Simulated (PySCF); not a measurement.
## Structure and specific rotation at 589.3 nm (origin-invariant length gauge)

Method: PySCF 2.14.0, TDDFT B3LYP/def2-SVPD circular dichroism and optical rotation, one conformer, gas phase. Geometry: GFN2-xTB.

Each molecule in one low-energy conformer. The parent is C[C@@H](C=O)[C@]1(C)CS1.

The molecule is flexible and this is one conformer; a measurement averages over conformers.

Task: How does the specific rotation at 589.3 nm (origin-invariant length gauge) change along this series?
- C[C@@H](C=O)[C@]1(C)CS1 (base)
- C[C@H](C=O)[C@]1(C)CS1 (diastereomer)

Result: 
| molecule | [α]589 (deg dm⁻¹ (g/mL)⁻¹) | S1 (eV) | R(S1), velocity form (10⁻⁴⁰ esu² cm²) |
| --- | --- | --- | --- |
| C[C@@H](C=O)[C@]1(C)CS1 | +253.2 | 4.12 | +14.2 |
| C[C@H](C=O)[C@]1(C)CS1 | +491.4 | 4.23 | +24.7 |

The specific rotation at 589.3 nm (origin-invariant length gauge) is lowest for C[C@@H](C=O)[C@]1(C)CS1 and highest for C[C@H](C=O)[C@]1(C)CS1.
